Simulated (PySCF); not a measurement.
Electron correlation in Te²⁺ (tellurium, charge +2)

[Kr] 4d10 5s2 5p2, high-spin 3P determinant. Calculation: PySCF 2.14, in def2-TZVPPD with the def2 core potential (28 electrons); a scalar-relativistic core potential. Frozen: 4s2 4p6 4d10; 4 electrons correlated.

```
  level  correlation energy (mhartree)
   CCSD                         -61.24
    (T)                          -1.27
CCSD(T)                         -62.51
```

Diagnostics: T1 = 0.0064, D1 = 0.0170, largest double amplitude 0.092.

Problem. Is a single reference adequate?

Solution. Mostly. T1 lies below 0.03, but a double amplitude of this size points to a near-degeneracy that CCSD handles and MP2 describes poorly.
